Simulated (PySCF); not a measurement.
# Os (osmium, neutral) across methods

[Xe] 4f14 5d5 6s2 7s1, 7s spin antiparallel (an excited configuration). Computed with PySCF 2.14 in aug-cc-pwCVTZ-PP with ECP60MDF (8s8p7d4f3g, 122 functions), with a scalar-relativistic core potential.

```csv
method,E (hartree),mean ε 6s α (eV),mean ε 6s β (eV),mean ε 7s β (eV),Σ⟨r²⟩ (bohr²),⟨S²⟩
UHF,-89.88308,-13.831,-11.218,-2.312,125.3,7.013
LDA,-90.3656,-11.370,-9.680,-1.617,117.1,7.005
B3LYP,-90.5746,-11.703,-10.163,-1.759,118.5,7.004
BHandHLYP,-90.4279,-12.509,-10.899,-1.935,119.9,7.004
r2SCAN,-90.5786,-11.579,-9.438,-1.562,122.4,7.012
PW91,-90.6124,-11.228,-9.370,-1.653,119.6,7.005
PBE0,-90.5343,-12.008,-10.048,-1.893,120.8,7.005
```

Question: Estimate the same row for PBE.

Answer: E (hartree) = -90.5694; mean ε 6s α (eV) = -11.168; mean ε 6s β (eV) = -9.307; mean ε 7s β (eV) = -1.649; Σ⟨r²⟩ (bohr²) = 119.9; ⟨S²⟩ = 7.005.

Energies and moments cover only the electrons outside the core potential. Spin-orbit coupling, which splits the p, d and f shells strongly at this Z, is absent. The outer electron is Rydberg-like, and this basis confines it to a smaller radius and binds it less than a complete one would. With the s spin flipped the determinant is a mixture of two multiplicities, not a spectroscopic state.
